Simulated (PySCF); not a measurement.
CH7GeNOSi, SMILES [OH][Ge@@H]1[CH2]N[SiH2]1.

Coordinates come from a PBE0-D3(BJ)/def2-SVP optimisation. The structure was generated by enumeration; whether it is a known compound was not checked. Other conformers were not sampled.

Two levels are set side by side: TDA-PBE/def2-SVPD (PySCF) and TDA-CAM-B3LYP/def2-SVPD (PySCF). Vertical, same geometry. The lowest singlet is HOMO→LUMO 97 % with PBE and HOMO→LUMO+1 48 %, HOMO→LUMO 42 % with the other functional; states are paired by order. Differences are taken from unrounded values.

| quantity | TDA-CAM-B3LYP | TDA-PBE | TDA-PBE minus TDA-CAM-B3LYP |
|---|---|---|---|
| lowest singlet excitation (eV) | 5.46 | 4.50 | -0.96 |
| lowest triplet excitation (TDA) (eV) | 5.15 | 4.28 | -0.87 |
| first bright state (f over 0.05) (eV) | 6.26 | 5.48 | -0.78 |
| its oscillator strength | 0.15 | 0.13 | -0.02 |

A lower first singlet is the usual sign of a functional without exact exchange. Differences between two approximate levels are no errors against the true value.

Rough cost on one machine, each run with all the roots and properties that it gave: TDA-CAM-B3LYP against TDA-PBE about 4 times.
